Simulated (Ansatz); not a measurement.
C2H7Al, charge -1, quartet, at a GFN2-xTB geometry of the parent state (such geometries of metal compounds can be far from the true shape) (a state made from the parent by changing its charge; the spin is typed, not shown lowest) (a gas-phase anion, which may not be bound at this level); B3LYP/6-31G** in Ansatz (a quantum-chemistry and plane-wave program).

Ansatz was given this input:
Ansatz 0.2 input:
```yaml
crystal:
  periodic: [false, false, false]
  atoms:
    - {symbol: Al, position_ang: [0.72979096, -0.11447531, -0.08457774]}
    - {symbol: C, position_ang: [-0.72047631, -1.52848099, 0.40299154]}
    - {symbol: H, position_ang: [-0.32993588, -2.55612122, 0.33806958]}
    - {symbol: H, position_ang: [-1.60409967, -1.51079989, -0.25270682]}
    - {symbol: H, position_ang: [-1.11329866, -1.43071967, 1.42773765]}
    - {symbol: C, position_ang: [-0.27281966, 1.71143823, -0.11954513]}
    - {symbol: H, position_ang: [0.37240532, 2.52707988, -0.48175300]}
    - {symbol: H, position_ang: [-0.63344015, 2.04226083, 0.86761268]}
    - {symbol: H, position_ang: [-1.15679819, 1.72654885, -0.77482892]}
    - {symbol: H, position_ang: [0.93766048, -0.40781324, -1.72529904]}
basis:
  gaussian:
    orbitals: 6-31G__.json
hamiltonian:
  xc: b3lyp
total_charge: -1
magnetization: {spin_polarized: true, initial_magnetization: 3}
```
The basis file holds 6-31G** in the JSON format of the Basis Set Exchange.

The log (banner, timings and long lists left out):

```
Functional definition: B3LYP
818 factors; integrals over basis functions are off by at most 1.5e-3 eV
mean field evaluation 1: about -8777.2283 eV, gradient 1.8e1 eV
mean field evaluation 2: about -8777.3936 eV, gradient 1.9e1 eV
mean field evaluation 4: about -8779.2308 eV, gradient 4.4e-1 eV
mean field evaluation 8: about -8779.3247 eV, gradient 3.8e-2 eV
mean field evaluation 16: about -8779.3247 eV, gradient 7.8e-4 eV
mean field evaluation 32: about -8777.2283 eV, gradient 1.8e1 eV
mean field evaluation 64: about -8779.0766 eV, gradient 5.7e-3 eV
mean field evaluation 96: about -8778.8602 eV, gradient 7.0e0 eV
mean field -8779.39757152 eV, -322.6369098640 hartree, gradient 1.7e-5 eV, S^2 3.754832; 15 other end points of the search recorded, 0 dependent functions left out
reference -8779.39784372 eV, -322.6369198671 hartree; 18, 15 occupied and 66, 69 virtual orbitals, 818 factors
Total energy: -8779.39784372 eV, -322.6369198671 hartree
```
